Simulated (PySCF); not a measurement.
Structure problem from calculated spectra and properties.

Formula: C3H14SSi4.

* Dipole: 1.57 D [PBE0/pcSseg-1]
* NMR, other nuclei: isotropic shieldings of nuclei other than C and H, by class: 396 (1 Si), 420 (1 Si), 466 (1 Si), 470 (1 Si), 724 (1 S) ppm [GIAO PBE0/pcSseg-1]
* 13C NMR: chemical shifts (computed TMS as zero) by class: 143.1 (1 C), 138.3 (1 C), 19.6 (1 C) ppm [GIAO PBE0/pcSseg-1]
* Rotational structure: rotational constants A, B, C: 0.835, 0.579, 0.392 GHz [GFN2-xTB]
* 1H NMR: chemical shifts (computed TMS as zero) by class: 6.33 (1 H), 6.28 (1 H), 6.24 (1 H), 4.76 (1 H), 4.54 (1 H), 4.48 (1 H), 3.68 (3 H), 3.55 (1 H), 3.47 (1 H), 2.09 (3 H) ppm [GIAO PBE0/pcSseg-1]

Gas-phase values; electronic properties from PySCF, density fitting. Levels stand in brackets. Isolated species at its GFN2-xTB geometry (one conformer only). NMR classes are plain means over equivalent atoms (diastereotopic ones count apart unless rotation or inversion swaps them), as if these changed places fast.

Question: What is the compound? Reason from the data.

Answer: Numbering: `[CH2:1]=[CH:2][Si@@H:3]([SiH2:4][SiH3:5])[SiH2:6][S:7][CH3:8]`. Its formula, C3H14SSi4, gives 1 degree of unsaturation: 0 rings and 1 π bond in the structure found. 3 carbons fall into 3 classes; from least to most shielded: terminal =CH2 carbon [C1] (143.1 ppm), alkene CH carbon [C2] (138.3 ppm), S-methyl carbon [C8] (19.6 ppm). Hydrogen classes from least to most shielded: 1 H on a terminal =CH2 carbon, C1 (6.33 ppm), 1 H on a terminal =CH2 carbon, C1 (6.28 ppm), 1 H on an alkene CH carbon, C2 (6.24 ppm), 1 H on an SiH2 silicon, Si6 (4.76 ppm), 1 H on an SiH silicon, Si3 (4.54 ppm), 1 H on an SiH2 silicon, Si6 (4.48 ppm), 3 H on an SiH3 silicon, Si5 (3.68 ppm), 1 H on an SiH2 silicon, Si4 (3.55 ppm), 1 H on an SiH2 silicon, Si4 (3.47 ppm), 3 H on an S-methyl carbon, C8 (2.09 ppm). The other shieldings belong to: 396 ppm, SiH2 silicon [Si6]; 420 ppm, SiH silicon [Si3]; 466 ppm, SiH3 silicon [Si5]; 470 ppm, SiH2 silicon [Si4]; 724 ppm, sulfur bonded to C and Si [S7]. The optimised geometry has point group C1 and is an asymmetric top. Structure: `[SiH2]([Si@@H](C=C)[SiH2][SiH3])SC`. The assignments are read from this structure; whether some other isomer fits the data as well wasn't checked. The mirror image fits equally.

Conformer computed: `[CH2:1]=[CH:2][Si@@H:3]([SiH2:4][SiH3:5])[SiH2:6][S:7][CH3:8]`: C1–C2–Si3–Si4 114°, C2–Si3–Si4–Si5 88°, C2–Si3–Si6–S7 -167°, Si3–Si6–S7–C8 166°.
